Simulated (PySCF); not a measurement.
Compound: Zr(SMe)Cl3, CH3Cl3SZr (singlet state).
SMILES: `C[S][Zr]([Cl])([Cl])[Cl]`

A linear-response calculation (PySCF, def2-SVPD basis, gas phase, vertical, core orbitals frozen in the response) gave these numbers; the functional is withheld.

Orbital energies (eV): HOMO-3 -11.20, HOMO-2 -10.91, HOMO-1 -9.99, HOMO -9.08, LUMO -1.71, LUMO+1 -1.35, LUMO+2 -0.80.

| state | E (eV) | f | main configurations (H = HOMO, L = LUMO) |
| --- | --- | --- | --- |
| S1 | 3.75 | 0.0019 | H→L (97%) |
| S2 | 4.48 | 0.021 | H→L+1 (66%), H-1→L (29%) |
| S3 | 4.74 | 0.022 | H-1→L (66%), H→L+1 (26%) |
| S4 | 4.93 | 0.0016 | H→L+2 (78%), H-1→L+1 (19%) |
| S5 | 5.00 | 0.0023 | H-1→L+1 (74%), H→L+2 (19%) |
| S6 | 5.17 | 0.0036 | H→L+4 (65%), H→L+3 (30%) |

Triplets (Tamm–Dancoff): T1 3.60 eV, H→L (96%); T2 3.80 eV, H→L+1 (86%), H→L+3 (9%); T3 4.26 eV, H-1→L (93%); T4 4.63 eV, H-1→L+1 (80%).

Vertical ionisation energy by ΔSCF with the same functional: 9.69 eV. Mean static polarisability: 116.7 au.

Question: Name the functional.
A. HF
B. PBE0
C. CAM-B3LYP
D. PBE

Answer: C. CAM-B3LYP is range-separated, 19% exact exchange at short range and 65% at long range (ω = 0.33 bohr⁻¹). In this run −ε(HOMO) = 9.08 eV differs from the ΔSCF value by -0.62 eV, and S1 differs from the orbital gap of 7.36 eV by -3.61 eV. The ratio −ε(HOMO)/IP is 0.94. Usual ranges for neutral molecules in this basis: 0.85 to 0.93 with CAM-B3LYP, 0.5 to 0.7 with PBE, 0.7 to 0.83 with PBE0; with Hartree–Fock the ratio is 1 or more (Koopmans' value less the relaxation energy is the ΔSCF value).

Method: TDDFT CAM-B3LYP/def2-SVPD, vertical, gas phase, core orbitals frozen in the response, def2 core potentials past Kr in PySCF 2.14.0, density-fitted response routines. Geometry: PBE0-D3(BJ)/def2-SVP; no solvent, vibrations or thermal averaging. Spin–orbit coupling is left out. Note that the optimisation stopped short of convergence; the values belong to its last geometry.
